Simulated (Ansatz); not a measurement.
A structure relaxed at PBE-D4/def2-SVPD in Ansatz, charge -1, doublet:

```xyz
6

K     0.071    1.562   -1.942
K     1.962   -1.498    0.332
K    -2.238   -0.888    0.666
Br   -0.124   -2.236    2.550
Br    3.041    1.100   -1.050
Br   -2.711    1.960   -0.556
```

Problem. Give its formula and point group.

Solution. the cluster K3Br3⁻. Point group C3v (tolerance 0.1 Å).

Problem. Summarise the bond lengths by kind (pairs closer than 1.2 times the sum of covalent radii, bridged metal pairs left out).

Solution. 6 × Br–K 3.13 to 3.14 Å.

The highest occupied level of the charge -1 doublet lies above zero (up to 0.43 eV). It is a level of α spin, whose loss leaves a singlet; that state wasn't run at this geometry and level. The electron is either unbound and held by the finite basis, or the level is raised by self-interaction error. The relaxation made no stability test and no search for a lower SCF solution. Another isomer (doublet) lies 0.25 eV lower at PBE0-D4/def2-TZVPD; other spin states weren't run for this one.
